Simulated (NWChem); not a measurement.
System: C2H3FSi; SMILES F[SiH2]C#C

NWChem input:

```
start job
memory heap 200 mb stack 900 mb global 1100 mb
geometry units angstroms noautoz
  Si    -0.484862     0.624109    -0.000411
  F      0.842607     1.557515     0.000607
  C      0.018154    -1.132022    -0.001282
  C      0.335231    -2.306711    -0.001820
  H     -1.260826     0.925596    -1.230476
  H     -1.261684     0.924333     1.229412
  H      0.617761    -3.345207    -0.002158
end
basis spherical
  Si library 6-31g*
  F library 6-31g*
  C library 6-31g*
  H library 6-31g*
end
dft
  xc scan
  grid xfine
  iterations 150
  mulliken
end
task dft gradient
```

Output (shortened):

```
             Northwest Computational Chemistry Package (NWChem) 7.3.0
             --------------------------------------------------------

 CS  symmetry detected

                             Geometry "geometry" -> ""
                             -------------------------

 Output coordinates in angstroms (scale by  1.889725989 to convert to a.u.)

  No.       Tag          Charge          X              Y              Z
 ---- ---------------- ---------- -------------- -------------- --------------
    1 Si                  14.0000    -0.52228842     0.59831898     0.00000000
    2 F                    9.0000     0.78821482     1.55539944     0.00000000
    3 C                    6.0000     0.01216424    -1.14850164     0.00000000
    4 C                    6.0000     0.35027260    -2.31731091     0.00000000
    5 H                    1.0000    -1.30395594     0.88519181    -1.22994423
    6 H                    1.0000    -1.30395594     0.88519181     1.22994423
    7 H                    1.0000     0.65139528    -3.35056904     0.00000000

 Effective nuclear repulsion energy (a.u.)     138.4756270119

      Symmetry information
      --------------------

 Group name             Cs
 Group number              2
 Group order               2
 No. of unique centers     6

                                 NWChem DFT Module
                                 -----------------

 Summary of "ao basis" -> "ao basis" (spherical)
 ------------------------------------------------------------------------------
       Tag                 Description            Shells   Functions and Types
 ---------------- ------------------------------  ------  ---------------------
 Si                          6-31g*                  8       18   4s3p1d
 F                           6-31g*                  6       14   3s2p1d
 C                           6-31g*                  6       14   3s2p1d
 H                           6-31g*                  2        2   2s

      Symmetry analysis of basis
      --------------------------

        a'         47
        a"         19

            General Information
            -------------------
          SCF calculation type: DFT
          Wavefunction type:  closed shell.
          No. of atoms     :     7
          No. of electrons :    38
           Alpha electrons :    19
            Beta electrons :    19
          Charge           :     0
          Spin multiplicity:     1
          Use of symmetry is: on ; symmetry adaption is: on
          Maximum number of iterations: 150
          AO basis - number of functions:    66
                     number of shells:    32
          Convergence on energy requested:  1.00D-06
          Convergence on density requested:  1.00D-05
          Convergence on gradient requested:  5.00D-04

              XC Information
              --------------
                         SCAN Method XC Functional
                  SCAN metaGGA Exchange Functional  1.000
                        SCAN Correlation Potential  1.000

             Grid Information
             ----------------
          Grid used for XC integration:  xfine
          Radial quadrature: Mura-Knowles
          Angular quadrature: Lebedev.
          Tag              B.-S. Rad. Rad. Pts. Rad. Cut. Ang. Pts.
          ---              ---------- --------- --------- ---------
          Si                  1.10      125          11.0      1454
          F                   0.50      100          12.0      1454
          C                   0.70      100          11.0      1454
          H                   0.35      100          12.0      1202
          Grid pruning is: on
          Number of quadrature shells:   625
          Spatial weights used:  Erf1

      Superposition of Atomic Density Guess
      -------------------------------------

 Sum of atomic energies:        -465.00484546

      Non-variational initial energy
      ------------------------------

 Total energy =    -466.280606
 1-e energy   =    -917.125207
 2-e energy   =     312.368974
 HOMO         =      -0.335619
 LUMO         =      -0.000492

      Symmetry analysis of molecular orbitals - initial
      -------------------------------------------------

  Numbering of irreducible representations:

     1 a'          2 a"

  Orbital symmetries:

     1 a'          2 a'          3 a'          4 a'          5 a'
     6 a'          7 a'          8 a"          9 a'         10 a'
    11 a'         12 a'         13 a"         14 a'         15 a'
    16 a'         17 a"         18 a'         19 a"         20 a'
    21 a"         22 a'         23 a'         24 a'         25 a'
    26 a"         27 a'         28 a"         29 a'

     ---------------------------------------------
      Total Density - Mulliken Population Analysis
     ---------------------------------------------

    Atom       Charge   Shell Charges
 -----------   ------   -------------------------------------------------------
    1 Si  14    13.02   2.00  2.00  5.97  0.90  1.38  0.26  0.33  0.18
    2 F    9     9.62   2.00  0.95  3.48  1.00  2.19  0.01
    3 C    6     6.37   2.00  0.75  1.93  0.78  0.89  0.02
    4 C    6     6.11   2.00  0.76  1.80  0.62  0.91  0.03
    5 H    1     1.08   0.47  0.61
    6 H    1     1.08   0.47  0.61
    7 H    1     0.72   0.42  0.30

   convergence    iter        energy       DeltaE   RMS-Dens  Diis-err
 ---------------- ----- ----------------- --------- --------- ---------
 d= 0,ls=0.0,diis     1   -467.1977591227 -6.06D+02  1.88D-02  5.34D-01
 d= 0,ls=0.0,diis     2   -467.1495435659  4.82D-02  1.06D-02  1.22D+00
 d= 0,ls=0.0,diis     3   -467.2578043269 -1.08D-01  2.83D-03  4.10D-02
 d= 0,ls=0.0,diis     4   -467.2586321072 -8.28D-04  1.64D-03  2.34D-02
 d= 0,ls=0.0,diis     5   -467.2615155282 -2.88D-03  5.52D-04  3.54D-03
  Resetting Diis
 d= 0,ls=0.0,diis     6   -467.2619644599 -4.49D-04  1.25D-04  7.40D-05
 d= 0,ls=0.0,diis     7   -467.2619754415 -1.10D-05  4.15D-05  2.24D-06
 d= 0,ls=0.0,diis     8   -467.2619753980  4.36D-08  2.21D-05  2.63D-06
 d= 0,ls=0.0,diis     9   -467.2619757881 -3.90D-07  4.15D-06  1.53D-07

         Total DFT energy =     -467.261975788085
      One electron energy =     -919.920337159597
           Coulomb energy =      357.479241662804
    Exchange-Corr. energy =      -43.296507303194
 Nuclear repulsion energy =      138.475627011901

 Numeric. integr. density =       37.999999964168

                  Occupations of the irreducible representations
                  ----------------------------------------------

                     irrep           alpha         beta
                     --------     --------     --------
                     a'               15.0         15.0
                     a"                4.0          4.0

                       DFT Final Molecular Orbital Analysis
                       ------------------------------------

 Vector   17  Occ=2.000000D+00  E=-3.213440D-01  Symmetry=a"
              MO Center= -4.3D-01,  7.9D-01, -2.0D-14, r^2= 2.9D+00
   Bfn.  Coefficient  Atom+Function         Bfn.  Coefficient  Atom+Function
  ----- ------------  ---------------      ----- ------------  ---------------
    23      0.384410  2 F  pz                 9     -0.293840  1 Si pz
    27      0.286236  2 F  pz                62      0.265957  5 H  s
    64     -0.265957  6 H  s                 61      0.194925  5 H  s
    63     -0.194925  6 H  s                 37     -0.137187  3 C  pz
     5      0.120475  1 Si pz                41     -0.103666  3 C  pz

 Vector   18  Occ=2.000000D+00  E=-2.738663D-01  Symmetry=a'
              MO Center=  1.6D-01, -1.6D+00,  1.6D-16, r^2= 1.6D+00
   Bfn.  Coefficient  Atom+Function         Bfn.  Coefficient  Atom+Function
  ----- ------------  ---------------      ----- ------------  ---------------
    35      0.392562  3 C  px                49      0.389621  4 C  px
    53      0.235569  4 C  px                39      0.230238  3 C  px
    36      0.113729  3 C  py                50      0.113586  4 C  py
    22      0.093440  2 F  py                40      0.082632  3 C  py
    54      0.075968  4 C  py                26      0.066128  2 F  py

 Vector   19  Occ=2.000000D+00  E=-2.673675D-01  Symmetry=a"
              MO Center=  2.1D-02, -1.4D+00, -4.3D-15, r^2= 2.4D+00
   Bfn.  Coefficient  Atom+Function         Bfn.  Coefficient  Atom+Function
  ----- ------------  ---------------      ----- ------------  ---------------
    51      0.402557  4 C  pz                37      0.382200  3 C  pz
    55      0.250387  4 C  pz                41      0.225542  3 C  pz
    62      0.168560  5 H  s                 64     -0.168560  6 H  s
    61      0.099120  5 H  s                 63     -0.099120  6 H  s
     9     -0.087275  1 Si pz                13      0.052903  1 Si pz

 Vector   20  Occ=0.000000D+00  E=-4.372433D-02  Symmetry=a'
              MO Center= -1.2D-01, -7.9D-01, -2.9D-15, r^2= 3.9D+00
   Bfn.  Coefficient  Atom+Function         Bfn.  Coefficient  Atom+Function
  ----- ------------  ---------------      ----- ------------  ---------------
    53      0.455651  4 C  px                11     -0.360482  1 Si px
    49      0.361427  4 C  px                12     -0.300811  1 Si py
    39     -0.297905  3 C  px                 7     -0.284499  1 Si px
    24      0.270088  2 F  s                 35     -0.222496  3 C  px
     8     -0.186872  1 Si py                40     -0.162958  3 C  py

 Vector   21  Occ=0.000000D+00  E=-1.983377D-02  Symmetry=a"
              MO Center=  3.8D-02, -1.3D+00,  1.5D-15, r^2= 3.0D+00
   Bfn.  Coefficient  Atom+Function         Bfn.  Coefficient  Atom+Function
  ----- ------------  ---------------      ----- ------------  ---------------
    55      0.574508  4 C  pz                41     -0.497768  3 C  pz
    51      0.415399  4 C  pz                62     -0.341047  5 H  s
    64      0.341047  6 H  s                 37     -0.331017  3 C  pz
    13     -0.282799  1 Si pz                 9     -0.234841  1 Si pz
    15      0.114506  1 Si d -1              61     -0.087517  5 H  s

 Vector   22  Occ=0.000000D+00  E= 5.950198D-02  Symmetry=a'
              MO Center= -6.2D-01,  6.5D-01, -2.9D-15, r^2= 4.7D+00
   Bfn.  Coefficient  Atom+Function         Bfn.  Coefficient  Atom+Function
  ----- ------------  ---------------      ----- ------------  ---------------
    12      1.112655  1 Si py                38      0.613487  3 C  s
     8      0.403323  1 Si py                40      0.403543  3 C  py
    39     -0.360992  3 C  px                62     -0.354573  5 H  s
    64     -0.354573  6 H  s                 66      0.306232  7 H  s
    54      0.294424  4 C  py                11     -0.221940  1 Si px

     ---------------------------------------------
      Total Density - Mulliken Population Analysis
     ---------------------------------------------

    Atom       Charge   Shell Charges
 -----------   ------   -------------------------------------------------------
    1 Si  14    13.28   2.00  2.00  5.97  0.94  1.74  0.15  0.22  0.27
    2 F    9     9.41   2.00  0.93  3.31  1.03  2.13  0.01
    3 C    6     6.20   2.00  0.68  1.97  0.78  0.75  0.02
    4 C    6     6.17   2.00  0.70  1.95  0.58  0.92  0.02
    5 H    1     1.09   0.51  0.59
    6 H    1     1.09   0.51  0.59
    7 H    1     0.76   0.50  0.26

     -------------------------------------------
      Total Density - Lowdin Population Analysis
     -------------------------------------------

    Atom       Charge   Shell Charges
 -----------   ------   -------------------------------------------------------
    1 Si  14    13.45   2.00  1.98  5.88  0.63  1.55  0.36  0.68  0.38
    2 F    9     9.28   1.99  0.93  3.18  0.86  2.29  0.02
    3 C    6     6.23   1.99  0.57  1.78  0.48  1.37  0.04
    4 C    6     6.12   1.99  0.57  1.76  0.46  1.29  0.05
    5 H    1     1.05   0.50  0.54
    6 H    1     1.05   0.50  0.54
    7 H    1     0.82   0.46  0.36

     Multipole analysis of the density
     ---------------------------------

     L   x y z        total         alpha         beta         nuclear
     -   - - -        -----         -----         ----         -------
     0   0 0 0     -0.000000    -19.000000    -19.000000     38.000000

     1   1 0 0     -0.317661     -0.158830     -0.158830     -0.000000
     1   0 1 0     -0.615740     -0.307870     -0.307870      0.000000
     1   0 0 1      0.000000      0.000000      0.000000      0.000000

     2   2 0 0    -22.511908    -36.204279    -36.204279     49.896650
     2   1 1 0     -2.530660      3.709243      3.709243     -9.949146
     2   1 0 1      0.000000      0.000000      0.000000      0.000000
     2   0 2 0    -18.279577   -151.469132   -151.469132    284.658687
     2   0 1 1      0.000000      0.000000      0.000000      0.000000
     2   0 0 2    -22.676891    -16.740619    -16.740619     10.804347

            General Information
            -------------------
          SCF calculation type: DFT
          Wavefunction type:  closed shell.
          No. of atoms     :     7
          No. of electrons :    38
           Alpha electrons :    19
            Beta electrons :    19
          Charge           :     0
          Spin multiplicity:     1
          Use of symmetry is: on ; symmetry adaption is: on
          Maximum number of iterations: 150
          AO basis - number of functions:    66
                     number of shells:    32
          Convergence on energy requested:  1.00D-06
          Convergence on density requested:  1.00D-05
          Convergence on gradient requested:  5.00D-04

              XC Information
              --------------
                         SCAN Method XC Functional
                  SCAN metaGGA Exchange Functional  1.000
                        SCAN Correlation Potential  1.000

             Grid Information
             ----------------
          Grid used for XC integration:  xfine
          Radial quadrature: Mura-Knowles
          Angular quadrature: Lebedev.
          Tag              B.-S. Rad. Rad. Pts. Rad. Cut. Ang. Pts.
          ---              ---------- --------- --------- ---------
          Si                  1.10      125          11.0      1454
          F                   0.50      100          12.0      1454
          C                   0.70      100          11.0      1454
          H                   0.35      100          12.0      1202
          Grid pruning is: on
          Number of quadrature shells:   625
          Spatial weights used:  Erf1

          Convergence Information
          -----------------------
          Convergence aids based upon iterative change in
          total energy or number of iterations.
          Levelshifting, if invoked, occurs when the
          HOMO/LUMO gap drops below (HL_TOL):  1.00D-02
          DIIS, if invoked, will attempt to extrapolate
          using up to (NFOCK): 10 stored Fock matrices.

                    Damping( 0%)  Levelshifting(0.5)       DIIS
                  --------------- ------------------- ---------------
          dE  on:    start            ASAP                start
          dE off:    2 iters        150 iters           150 iters

[...]

                         DFT ENERGY GRADIENTS

    atom               coordinates                        gradient
                 x          y          z           x          y          z
   1 Si     -0.986982   1.130659   0.000000   -0.008782  -0.001017   0.000000
   2 F       1.489510   2.939279   0.000000    0.006783   0.005298   0.000000
   3 C       0.022987  -2.170353   0.000000    0.001893  -0.005563   0.000000
   4 C       0.661919  -4.379083   0.000000   -0.001184   0.005194   0.000000
   5 H      -2.464119   1.672770  -2.324258   -0.000099   0.000808  -0.001485
   6 H      -2.464119   1.672770   2.324258   -0.000099   0.000808   0.001485
   7 H       1.230959  -6.331657   0.000000    0.001488  -0.005526   0.000000
```

Level: SCAN/6-31G* (spherical d). Coordinates come from a PBE0/def2-SVP optimisation.
